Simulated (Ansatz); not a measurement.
`C[S][Ga]([CH3])[F]` + H–F → `C[S][Ga]([F])[F]` + CH₄  (ligand exchange at a Ga–C bond)

Program: Ansatz. Geometries: PBE0-D4/def2-TZVP. ΔE: electronic, gas phase. CCSD(T)/CBS is the MP2 limit (def2-TZVPP, def2-QZVPP) plus CCSD(T) − MP2 in def2-TZVPP, frozen cores. This one scheme is used for every species. DFT in def2-TZVPP. For Ga outer-core shells are correlated without core-valence functions, which leaves a few kJ/mol of doubt a bond. Scalar relativity is left out up to krypton. One conformer a species, not always the lowest.

| species | ωB97X-V energy (Eh) |
| --- | --- |
| `C[S][Ga]([CH3])[F]` | -2502.59672 |
| H–F | -100.45411 |
| `C[S][Ga]([F])[F]` | -2562.56950 |
| CH₄ | -40.51649 |

Problem. Work out ΔE.

Solution. ΔE = (-2562.56950) + (-40.51649) − (-2502.59672) − (-100.45411) = -0.03516 Eh = -92.3 kJ/mol. CCSD(T)/CBS gives -77.6 kJ/mol.

Largest T1 diagnostic among the species: 0.014.

From r2SCAN to r2SCAN0 (25 % exact exchange), in def2-TZVPP and without D4, ΔE moves by +4.1 kJ/mol. In def2-TZVPP, CCSD(T) changes the Hartree–Fock value by +24.3 kJ/mol (the triples alone add +1.9 kJ/mol) and MP2 by +26.0 kJ/mol.
